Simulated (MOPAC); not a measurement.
Job for MOPAC: PM3 on C2H6BCl (SMILES CB(C)Cl), a point of a torsion scan.

```
PM3 1SCF PRECISE CHARGE=0 THREADS=1
C2H6BCl

C     -1.35909982 1    -0.39267858 1     0.11145223 1
B     -0.26050981 1     0.72125227 1     0.32972307 1
C     -0.10244463 1     1.97718701 1    -0.61568728 1
Cl     0.85180477 1     0.53071787 1     1.62178352 1
H     -1.77380003 1    -0.76032394 1     1.04783480 1
H     -0.90953825 1    -1.25758639 1    -0.37755882 1
H     -2.18160033 1    -0.06519939 1    -0.51877555 1
H      0.01132486 1     2.90023809 1    -0.04981011 1
H      0.80450930 1     1.88424678 1    -1.21356877 1
H     -0.93228052 1     2.10513866 1    -1.30518694 1
```

It printed:

```
*******************************************************************************
 **                                                                           **
 **                              MOPAC v23.2.5                                **
 **                                                                           **
 *******************************************************************************
 ** MOPAC's Digital Object Identifier: https://doi.org/10.5281/zenodo.6511958 **
 **                                                                           **
 ** Please cite the open-source release paper for use of this MOPAC version:  **
 ** J. E. Moussa and J. J. P. Stewart (2026)                                  **
 ** MOPAC: An open-source semiempirical molecular orbital program             **
 ** J. Open Source Softw., 11(119), 8025, https://doi.org/10.21105/joss.08025 **
 *******************************************************************************

                              PM3 CALCULATION RESULTS

 *******************************************************************************
 *  PM3        - The PM3 Hamiltonian to be used
 *
 *
 *
 *                 CHARGE ON SYSTEM = 0
 *
 *
 *
 *  PRECISE    - TIGHTER CRITERIA TO BE USED
 *  1SCF       - DO 1 SCF AND THEN STOP
 *  THREADS=1  - MULTI-THREADING NOT USED
 *  T=         - A TIME OF 172800.0 SECONDS REQUESTED
 *  DUMP=N     - RESTART FILE WRITTEN EVERY 7200.0 SECONDS REQUESTED
 *******************************************************************************
PM3 1SCF PRECISE CHARGE=0 THREADS=1
 C2H6BCl

   ATOM   CHEMICAL          X               Y               Z
  NUMBER   SYMBOL      (ANGSTROMS)     (ANGSTROMS)     (ANGSTROMS)

     1       C         -1.35909982  *  -0.39267858  *   0.11145223  *
     2       B         -0.26050981  *   0.72125227  *   0.32972307  *
     3       C         -0.10244463  *   1.97718701  *  -0.61568728  *
     4      Cl          0.85180477  *   0.53071787  *   1.62178352  *
     5       H         -1.77380003  *  -0.76032394  *   1.04783480  *
     6       H         -0.90953825  *  -1.25758639  *  -0.37755882  *
     7       H         -2.18160033  *  -0.06519939  *  -0.51877555  *
     8       H          0.01132486  *   2.90023809  *  -0.04981011  *
     9       H          0.80450930  *   1.88424678  *  -1.21356877  *
    10       H         -0.93228052  *   2.10513866  *  -1.30518694  *



          CARTESIAN COORDINATES

    NO.       ATOM           X           Y           Z

     1         C         -1.3591     -0.3927      0.1115
     2         B         -0.2605      0.7213      0.3297
     3         C         -0.1024      1.9772     -0.6157
     4        Cl          0.8518      0.5307      1.6218
     5         H         -1.7738     -0.7603      1.0478
     6         H         -0.9095     -1.2576     -0.3776
     7         H         -2.1816     -0.0652     -0.5188
     8         H          0.0113      2.9002     -0.0498
     9         H          0.8045      1.8842     -1.2136
    10         H         -0.9323      2.1051     -1.3052

  H: (PM3): J. J. P. STEWART, J. COMP. CHEM. 10, 209 (1989).
  B: (PM3): J. J. P. STEWART, J. MOL. MOD., 10, 155-164 (2004)
  C: (PM3): J. J. P. STEWART, J. COMP. CHEM. 10, 209 (1989).
 Cl: (PM3): J. J. P. STEWART, J. COMP. CHEM. 10, 209 (1989).

           Empirical Formula: C2 H6 B Cl  =    10 atoms



      MOLECULAR POINT GROUP   :   Cs


      RHF CALCULATION, NO. OF DOUBLY OCCUPIED LEVELS = 12


 -------------------------------------------------------------------------------
 PM3 1SCF PRECISE CHARGE=0 THREADS=1
 C2H6BCl



     1SCF WAS SPECIFIED, SO BFGS WAS NOT USED
     SCF FIELD WAS ACHIEVED


                              PM3 CALCULATION
                                                       MOPAC v23.2.5 Linux




          FINAL HEAT OF FORMATION =        -47.75080 KCAL/MOL =    -199.78934 KJ/MOL


          COSMO AREA              =        115.98 SQUARE ANGSTROMS
          COSMO VOLUME            =        102.01 CUBIC ANGSTROMS

          IONIZATION POTENTIAL    =         10.217625 EV
          HOMO LUMO ENERGIES (EV) =        -10.218  0.459
          NO. OF FILLED LEVELS    =         12
          MOLECULAR WEIGHT        =         76.3324         POINT GROUP:  Cs

          MOLECULAR DIMENSIONS (Angstroms)

            Atom       Atom       Distance
            H     9    H     5     4.33075
            H     7   Cl     4     3.60995
            H     6    H     8     3.01530


          SCF CALCULATIONS        =          1





   ATOM   CHEMICAL          X               Y               Z
  NUMBER   SYMBOL      (ANGSTROMS)     (ANGSTROMS)     (ANGSTROMS)

     1       C         -1.35909982  *  -0.39267858  *   0.11145223  *
     2       B         -0.26050981  *   0.72125227  *   0.32972307  *
     3       C         -0.10244463  *   1.97718701  *  -0.61568728  *
     4      Cl          0.85180477  *   0.53071787  *   1.62178352  *
     5       H         -1.77380003  *  -0.76032394  *   1.04783480  *
     6       H         -0.90953825  *  -1.25758639  *  -0.37755882  *
     7       H         -2.18160033  *  -0.06519939  *  -0.51877555  *
     8       H          0.01132486  *   2.90023809  *  -0.04981011  *
     9       H          0.80450930  *   1.88424678  *  -1.21356877  *
    10       H         -0.93228052  *   2.10513866  *  -1.30518694  *

                             CARTESIAN COORDINATES

   1    C       -1.359099820    -0.392678580     0.111452230
   2    B       -0.260509810     0.721252270     0.329723070
   3    C       -0.102444630     1.977187010    -0.615687280
   4   Cl        0.851804770     0.530717870     1.621783520
   5    H       -1.773800030    -0.760323940     1.047834800
   6    H       -0.909538250    -1.257586390    -0.377558820
   7    H       -2.181600330    -0.065199390    -0.518775550
   8    H        0.011324860     2.900238090    -0.049810110
   9    H        0.804509300     1.884246780    -1.213568770
  10    H       -0.932280520     2.105138660    -1.305186940


           Empirical Formula: C2 H6 B Cl  =    10 atoms



      MOLECULAR POINT GROUP   :   Cs


                  EIGENVALUES
 -55.77252 -32.37584 -28.88516 -17.53597 -15.10817 -14.89696 -14.26958 -13.39633
 -12.53560 -11.94534 -10.96096 -10.21763   0.45897   2.46074   3.28058   3.51541
   4.22958   4.37544   4.38130   4.49202   4.61162   4.71420


              NET ATOMIC CHARGES AND DIPOLE CONTRIBUTIONS

  ATOM NO.   TYPE          CHARGE      No. of ELECS.   s-Pop       p-Pop
    1          C          -0.160471        4.1605     1.11233     3.04814
    2          B          -0.137628        3.1376     1.10962     2.02801
    3          C          -0.161327        4.1613     1.11238     3.04894
    4         Cl           0.030277        6.9697     1.95468     5.01505
    5          H           0.069980        0.9300     0.93002
    6          H           0.078474        0.9215     0.92153
    7          H           0.066197        0.9338     0.93380
    8          H           0.072626        0.9274     0.92737
    9          H           0.076960        0.9230     0.92304
   10          H           0.064912        0.9351     0.93509
 DIPOLE           X         Y         Z       TOTAL
 POINT-CHG.    -0.199    -0.015    -0.419     0.464
 HYBRID        -0.250     0.023    -0.386     0.461
 SUM           -0.449     0.008    -0.805     0.922


          ATOMIC ORBITAL ELECTRON POPULATIONS

     Atom    s        px        py        pz
    1  C   1.11233   1.01044   1.01143   1.02626
    2  B   1.10962   0.63884   0.76525   0.62392
    3  C   1.11238   1.02460   1.00855   1.01580
    4 Cl   1.95468   1.60129   1.90773   1.50603
    5  H   0.93002
    6  H   0.92153
    7  H   0.93380
    8  H   0.92737
    9  H   0.92304
   10  H   0.93509

 **********************
 *                    *
 * JOB ENDED NORMALLY *
 *                    *
 **********************




 == MOPAC DONE ==
```

The run finished.

Cost: around 0.05 core-seconds (rough).
